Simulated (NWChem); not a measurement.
System: B₂F₃ cation

```xyz
5

F      0.0000     0.0000    -2.3029
B      0.0000     0.0000    -1.0823
B      0.0000     0.0000     0.6881
F      0.0000     1.1550     1.2453
F      0.0000    -1.1550     1.2453
```
Atoms are numbered in this order, from 1.

Computed with NWChem. Pople sets run with spherical d functions. Coordinates come from a PBE0/def2-SVP optimisation. Vzz is the largest principal value of the second derivative of the potential at the nucleus (NWChem prints the opposite sign); η is the asymmetry. Non-relativistic.

| level | Vzz B2 (a.u.) | η B2 | Vzz B3 (a.u.) | η B3 |
|---|---|---|---|---|
| PBE/def2-TZVP | -0.528 | 0.00 | 0.279 | 0.35 |
| PBE/6-31G* | ? | 0.01 | ? | 0.35 |
| PBE0/def2-SVP | -0.507 | 0.00 | 0.268 | 0.34 |
| PBE0/cc-pVTZ | -0.562 | 0.00 | 0.310 | 0.42 |

Some entries are withheld; supply them.


- PBE/6-31G*, Vzz B2 (a.u.): -0.459
- PBE/6-31G*, Vzz B3 (a.u.): 0.235
